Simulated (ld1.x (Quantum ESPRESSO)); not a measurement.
Ge: variants of one ultrasoft potential

Base potential:

Ge, ultrasoft, made with ld1.x (Quantum ESPRESSO) 7.5 (LDA (PZ), scalar-relativistic). Core [Ar], reference 3d10 4s2 4p2. Waves: 4s (bound): rcut 1.45, rcutus 2.00 bohr; 4s channel at -0.05 Ry: rcut 1.45, rcutus 2.00 bohr; 4p (bound): rcut 1.65, rcutus 2.30 bohr; 4p channel at 3.75 Ry: rcut 1.65, rcutus 2.30 bohr; 3d (bound): rcut 1.30, rcutus 1.35 bohr; 3d channel at 0.4 Ry: rcut 1.30, rcutus 1.35 bohr. Local part: all-electron potential smoothed inside 1.40 bohr (lloc = -1). Core correction: a·sin(br)/r model core inside 1.10 bohr. Augmentation charge: PSQ, radius 1.05 bohr.

Cutoffs, loose and tight: the cutoffs (Ry, on a coarse ladder) from which the occupation-weighted sum of valence levels, in a spherical-Bessel basis at the reference potential, stays within 10 and 1 mRy of its value at 400 Ry. They do not see the model core or the augmentation charge, which bear on the density cutoff. Test errors are all-electron minus pseudo excitation energies from the reference, over the configurations 3d10 4s2 4p1; 3d10 4s2 4p0; 3d10 4s1 4p0; 3d9 4s2 4p3; 3d9 4s2 4p2; 3d10 4s1 4p2; 3d10 4s2 4p1.5 (two spin-polarised tests are not counted in the largest error). A dash means not determined; rows that change the core or the reference have their own tests. The largest error is taken over the tests solved by every variant that gives reliable tests at all: 3d10 4s1 4p0; 3d10 4s2 4p0; 3d10 4s2 4p1; 3d9 4s2 4p3.

```tsv
change	outcome	cutoff, loose	cutoff, tight	bound ghosts	largest test error (meV)
base	generated	60 Ry	110 Ry	none	+144
wave 4p channel at 3.75 Ry: rcut 1.65, rcutus 2.30 bohr becomes 4p channel at -0.15 Ry: rcut 1.65, rcutus 2.30 bohr	generated	60 Ry	110 Ry	none	+165
wave 4p channel at 3.75 Ry: rcut 1.65, rcutus 2.30 bohr becomes 4p channel at -0.09 Ry: rcut 1.65, rcutus 2.30 bohr	generated	60 Ry	110 Ry	none	+164
wave 4p channel at 3.75 Ry: rcut 1.65, rcutus 2.30 bohr becomes 4p channel at 0.01 Ry: rcut 1.65, rcutus 2.30 bohr	generated	60 Ry	110 Ry	none	+163
wave 4p channel at 3.75 Ry: rcut 1.65, rcutus 2.30 bohr becomes 4p channel at 0.18 Ry: rcut 1.65, rcutus 2.30 bohr	generated	60 Ry	110 Ry	none	+161
wave 4p channel at 3.75 Ry: rcut 1.65, rcutus 2.30 bohr becomes 4p channel at 0.47 Ry: rcut 1.65, rcutus 2.30 bohr	generated	60 Ry	110 Ry	none	+159
wave 4p channel at 3.75 Ry: rcut 1.65, rcutus 2.30 bohr becomes 4p channel at 1.28 Ry: rcut 1.65, rcutus 2.30 bohr	generated	60 Ry	110 Ry	none	+154
wave 4p channel at 3.75 Ry: rcut 1.65, rcutus 2.30 bohr becomes 4p channel at 1.98 Ry: rcut 1.65, rcutus 2.30 bohr	generated	60 Ry	110 Ry	none	+146
wave 4p channel at 3.75 Ry: rcut 1.65, rcutus 2.30 bohr becomes 4p channel at 3.15 Ry: rcut 1.65, rcutus 2.30 bohr	generated	60 Ry	110 Ry	none	+146
wave 4p channel at 3.75 Ry: rcut 1.65, rcutus 2.30 bohr becomes 4p channel at 5.69 Ry: rcut 1.65, rcutus 2.30 bohr	generated	60 Ry	110 Ry	none	+140
```
